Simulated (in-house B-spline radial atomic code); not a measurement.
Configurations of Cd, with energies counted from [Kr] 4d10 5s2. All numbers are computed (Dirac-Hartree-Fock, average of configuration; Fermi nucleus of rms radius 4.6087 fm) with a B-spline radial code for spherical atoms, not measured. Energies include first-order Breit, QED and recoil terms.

Occupations are held fixed; configurations that lie above the ionisation limit could autoionise.

```
                                    configuration  E - E(ref) (eV)  highest orbital  its <r> (bohr)
[Ar] 3d10 4s2 (4p1/2)2 (4p3/2)3 4d10 5s2 (9d3/2)1           77.986            9d3/2           69.88
[Ar] 3d10 4s2 (4p1/2)1 (4p3/2)4 4d10 5s2 (7g7/2)1           83.768            7g7/2            63.5
      [Ar] (3d3/2)4 (3d5/2)5 4s2 4p6 4d10 5s2 6s1           408.86            6s1/2           8.369
 [Ar] (3d3/2)3 (3d5/2)6 4s2 4p6 4d10 (4f7/2)1 5s2            417.3            4f7/2           17.97
      [Ar] (3d3/2)3 (3d5/2)6 4s2 4p6 4d10 5s2 9s1           417.68            9s1/2           43.18
 [Ar] (3d3/2)3 (3d5/2)6 4s2 4p6 4d10 5s2 (6f7/2)1           417.77            6f7/2           47.93
```

Question: How far above the reference does [Ar] 3d10 4s2 (4p1/2)2 (4p3/2)3 4d10 5s2 (6g7/2)1 lie?

Answer: 77.888 eV; its least bound orbital is 6g7/2 with <r> = 44 bohr.
